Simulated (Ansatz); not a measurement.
(ClBe-mu-H)2 (Be2H2Cl2), relaxed as a singlet with RKS PBE-D4/def2-TZVP in Ansatz, starting from the GFN2-xTB geometry. Force threshold 0.02 eV/Å.

Start:

Cartesian coordinates in Å:
```
Be 0.3125 -0.6894 0.6677
Cl 0.8567 -1.9006 1.8623
H 0.5686 -0.5020 -0.7698
Be -0.3123 0.6895 -0.6670
Cl -0.8587 1.8996 -1.8638
H -0.5668 0.5029 0.7706
```

Estimate the energy that the relaxation releases and the steps that it takes.

0.9 kcal/mol, in 4 steps; 2.4 s on 4 threads of Arm Neoverse V1 on a shared host. No frequencies were taken in this run, so the end may be a saddle point.

Does the start keep its bonding?

By distances, no bond broke or formed. The bond that changes most is Be1–Cl2, from 1.79 to 1.82 Å (atoms count from 1).

Predict the relaxed structure.


```xyz
6

Be    0.3043   -0.6737    0.6601
Cl    0.8643   -1.9137    1.8752
H     0.5784   -0.5114   -0.7886
Be   -0.3041    0.6739   -0.6599
Cl   -0.8636    1.9141   -1.8751
H    -0.5793    0.5108    0.7884
```
Bond lengths (bridged metal pairs left out): 2 × Be–Cl 1.82 Å; 4 × Be–H 1.48 Å.
